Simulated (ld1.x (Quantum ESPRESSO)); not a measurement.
## Which change was made? (Te, TM)

- Element: Te (Z = 52)
- Generator: ld1.x (Quantum ESPRESSO) 7.5
- Type: norm-conserving Troullier–Martins (Kleinman–Bylander form)
- Functional: LDA (PZ)
- Relativity: scalar-relativistic
- Frozen core: [Kr] 4d10
- Valence charge: 6
- Reference configuration: 5s2 5p4
- Partial waves: 5p (bound): rc 1.80 bohr; 5d channel at 0.5 Ry: rc 1.50 bohr; 5s (bound): rc 1.75 bohr
- Local potential: the s channel
- Core correction: Bessel-smoothed model core inside 1.35 bohr

Cutoffs, loose and tight: the cutoffs (Ry, on a coarse ladder) from which the occupation-weighted sum of valence levels, in a spherical-Bessel basis at the reference potential, stays within 10 and 1 mRy of its value at 400 Ry. They do not see the model core or the augmentation charge, which bear on the density cutoff. Test errors are all-electron minus pseudo excitation energies from the reference, over the configurations 5s2 5p3; 5s2 5p2; 5s2 5p1; 5s1 5p5; 5s0 5p6; 5s1 5p4; 5s2 5p3.5 (two spin-polarised tests are not counted in the largest error); variants that change the core or the reference have their own tests.

The base gives: outcome: generated; cutoff, loose: 30 Ry; cutoff, tight: 60 Ry; bound ghosts: d; largest test error (meV): -80.

Question: After one change the result is: outcome: generated; cutoff, loose: 40 Ry; cutoff, tight: 70 Ry; bound ghosts: d; largest test error (meV): -86. Which change was it?
A. all radii but the core radius scaled by about 1.40 (s 2.46, p 2.52, d 2.10 bohr)
B. wave 5p (bound): rc 1.80 bohr becomes 5p (bound): rc 1.70 bohr
C. all radii but the core radius scaled by about 0.94 (s 1.64, p 1.70, d 1.42 bohr)
D. wave 5d channel at 0.5 Ry: rc 1.50 bohr becomes 5d channel at 0.5 Ry: rc 2.28 bohr

Answer: B. The others give: all radii but the core radius scaled by about 1.40 (s 2.46, p 2.52, d 2.10 bohr) → outcome: generated; cutoff, loose: 18 Ry; cutoff, tight: 30 Ry; bound ghosts: none; largest test error (meV): -89 | all radii but the core radius scaled by about 0.94 (s 1.64, p 1.70, d 1.42 bohr) → outcome: generated; cutoff, loose: 40 Ry; cutoff, tight: 90 Ry; bound ghosts: none; largest test error (meV): -83 | wave 5d channel at 0.5 Ry: rc 1.50 bohr becomes 5d channel at 0.5 Ry: rc 2.28 bohr → outcome: generated; cutoff, loose: 30 Ry; cutoff, tight: 60 Ry; bound ghosts: none; largest test error (meV): -80.
